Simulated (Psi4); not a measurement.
Pair of molecules, SMILES [C-]#[O+] with SMILES S (the first has 2 atoms); geometry from B3LYP-D3(BJ)/def2-TZVP, rigid monomers moved along the line of their centres of mass till C1···S3 is 4.13 Å.
(charge 0, multiplicity 1):
```tsv
atom	x (Å)	y (Å)	z (Å)
C	0.1707	-0.6345	0.1989
O	-0.0032	0.2786	-0.4345
S	-0.2417	0.1712	4.2301
H	0.9055	-0.4548	3.9234
H	-0.9825	-0.8700	3.8189
```

Calculation: Psi4 with SAPT0/jun-cc-pV(D+d)Z.

Give the four SAPT terms and the total, and say what mostly holds the pair together.

electrostatics -1.4, exchange 1.5, induction -0.2, dispersion -1.3, total -1.4 kJ/mol; the largest attraction is electrostatics.
